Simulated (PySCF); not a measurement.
How methods differ on the excitation energy of Co

Co [Ar] 3d7 4s2 (4F) → Co [Ar] 3d8 4s1 (4F), as a difference of total energies. All numbers are calculated (PySCF 2.14, scalar relativity by spin-free X2C-1e, in aug-cc-pwCVTZ-DK). Correlated levels: valence: [Ar] frozen; valence and next inner shell: [Ne] frozen; nothing frozen. The calculations carry no spin-orbit coupling.

```json
{"method": "UHF", "excitation energy (eV)": "1.950", "error (eV)": "+1.533"}
{"method": "LDA", "excitation energy (eV)": "-0.392", "error (eV)": "-0.809"}
{"method": "PBE", "excitation energy (eV)": "-0.271", "error (eV)": "-0.688"}
{"method": "PBE0", "excitation energy (eV)": "0.211", "error (eV)": "-0.206"}
{"method": "r2SCAN", "excitation energy (eV)": "-0.032", "error (eV)": "-0.449"}
{"method": "wB97M-V", "excitation energy (eV)": "0.525", "error (eV)": "+0.108"}
{"method": "TPSSh", "excitation energy (eV)": "0.039", "error (eV)": "-0.378"}
{"method": "BHandHLYP", "excitation energy (eV)": "0.863", "error (eV)": "+0.446"}
{"method": "MP2 (valence)", "excitation energy (eV)": "0.122", "error (eV)": "-0.295"}
{"method": "SCS-MP2 (valence)", "excitation energy (eV)": "0.328", "error (eV)": "-0.089"}
{"method": "MP2 (valence and next inner shell)", "excitation energy (eV)": "-0.377", "error (eV)": "-0.794"}
{"method": "SCS-MP2 (valence and next inner shell)", "excitation energy (eV)": "-0.024", "error (eV)": "-0.441"}
{"method": "MP2 (all electrons)", "excitation energy (eV)": "-0.390", "error (eV)": "-0.807"}
{"method": "SCS-MP2 (all electrons)", "excitation energy (eV)": "-0.029", "error (eV)": "-0.446"}
```

Reference: 0.417 eV (measured; NIST levels, between the centres of gravity of the two terms).

Errors of the correlated levels include the incompleteness of this basis and the frozen core.
